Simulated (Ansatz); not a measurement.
Computed with Ansatz on PBE0-D4/def2-TZVP structures; ΔE is electronic, products minus reactants. CCSD(T)/CBS is the MP2 limit (def2-TZVPP, def2-QZVPP) plus CCSD(T) − MP2 in def2-TZVPP, frozen cores. DFT in def2-TZVPP. B3LYP here is the variant with VWN-RPA as its local correlation; programs differ in this.

`C=C1C[SiH]1F` → `FC1([SiH3])C=C1`  (isomerisation)

`C=C1C[SiH]1F`:

```xyz
10

C    -0.679   -0.777    1.454
C    -0.260   -0.202    0.342
C     1.113    0.160   -0.244
Si   -0.354    0.595   -1.266
F    -0.809    2.115   -1.414
H    -1.737   -0.905    1.659
H     0.015   -1.141    2.209
H     1.650    0.943    0.292
H     1.767   -0.665   -0.527
H    -0.706   -0.122   -2.505
```

`FC1([SiH3])C=C1`:

Cartesian coordinates in Å:
```
F -1.106 1.395 -0.621
C -0.145 0.510 -0.090
Si -0.730 -1.255 -0.355
C 0.635 1.031 1.043
C 1.241 1.002 -0.101
H -2.026 -1.478 0.336
H -0.896 -1.532 -1.805
H 0.298 -2.167 0.211
H 0.624 1.283 2.090
H 2.105 1.212 -0.708
```

```csv
level,ΔE (kJ/mol),difference from CCSD(T)/CBS
PBE-D4,238.8,-13.8
r2SCAN-D4,250.0,-2.6
PBE0-D4,243.3,-9.3
B3LYP-D4,246.6,-6.0
ωB97X-V,235.5,-17.1
ωB97M-V,244.7,-7.9
B2PLYP,250.7,-1.9
PBE,238.8,-13.8
r2SCAN,250.0,-2.6
PBE0,243.4,-9.2
B3LYP,246.6,-6.0
HF/def2-TZVPP,244.2,-8.4
MP2/def2-TZVPP,255.8,3.2
SCS-MP2/def2-TZVPP,250.5,-2.1
CCSD/def2-TZVPP,251.9,-0.7
CCSD(T)/def2-TZVPP,251.3,-1.3
HF/def2-QZVPP,245.8,-6.8
MP2/def2-QZVPP,257.1,4.5
SCS-MP2/def2-QZVPP,252.1,-0.5
HF/CBS(def2),246.1,-6.5
MP2/CBS(def2),257.0,4.4
CCSD/CBS(def2),253.2,0.6
CCSD(T)/CBS,252.6,0
```

Largest T1 diagnostic among the species: 0.012.

In def2-TZVPP, CCSD(T) changes the Hartree–Fock value by +7.1 kJ/mol (the triples alone add −0.6 kJ/mol) and MP2 by +11.6 kJ/mol. From PBE to PBE0 (25 % exact exchange), in def2-TZVPP and without D4, ΔE moves by +4.5 kJ/mol.

CCSD(T)/CBS has its own doubt, a few kJ/mol and more with outer-core shells, so smaller differences from it don't rank the levels.
